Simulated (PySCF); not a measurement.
# Computed properties of Si(H)2(OH)(NMe2) (C2H9NOSi), SMILES CN(C)[SiH2]O

C2H9NOSi, SMILES CN(C)[SiH2]O. Geometry optimised at r2SCAN-D4/def2-SVP. The values are those of a single conformer. All values are computed for the isolated molecule unless a solvent is named; none is compared with measurement here.

**Structure.** All 36 harmonic modes at r2SCAN-D4/def2-SVP (PySCF) are real, so it is a minimum. With heavy atoms numbered as in [SiH2:1]([OH:2])[N:3]([CH3:4])[CH3:5], the shortest bond between them is N3–C5 at 1.445 Å and the longest Si1–N3 at 1.731 Å.

**Vibrations.** The strongest infrared lines (harmonic, unscaled, degenerate partners summed) lie at 944 cm⁻¹ (374 km/mol, H 82 %, Si 14 %), 2209 cm⁻¹ (161 km/mol, H 97 %), 2227 cm⁻¹ (159 km/mol, H 97 %). The softest mode is at 37 cm⁻¹ and the zero-point energy is 71.2 kcal/mol.

**Electronic structure.** HF/def2-TZVP (PySCF) places the frontier levels at -9.73 and 3.50 eV, a gap of 13.23 eV, and gives a dipole moment of 2.06 D and a mean polarisability of 57.2 bohr³. PBE/def2-TZVP (PySCF) at the same geometry gives -5.18 and -0.22 eV, so its gap is 8.27 eV narrower. An orbital gap is neither the optical nor the fundamental gap.

**Excitations.** TDA-PBE0/def2-SVPD (PySCF) has S1 at 5.71 eV (217 nm, f = 0.022, weak); the most intense of the 10 singlets computed lies at 7.71 eV (f = 0.07). T1 (TDA) is at 5.43 eV, 0.28 eV under S1. TDA-PBE/def2-SVPD (PySCF) puts S1 at 4.88 eV. No vertical singlet excitation falls in the visible range (under 3.1 eV).

**NMR.** GIAO shifts at KT2/pcSseg-1 (PySCF) (non-relativistic, atoms alike by connectivity averaged): ¹³C at 42.0 ppm against TMS; ¹H from 1.1 to 5.2 ppm against TMS; ²⁹Si at -21.3 ppm against TMS.

**Solvation.** SMD-M06-2X/6-31G* (PySCF) gives -2.8 kcal/mol in water, -4.4 kcal/mol in chloroform, -4.6 kcal/mol in acetone (1 M in both phases, gas-phase geometry); of these solvents acetone holds the molecule best.
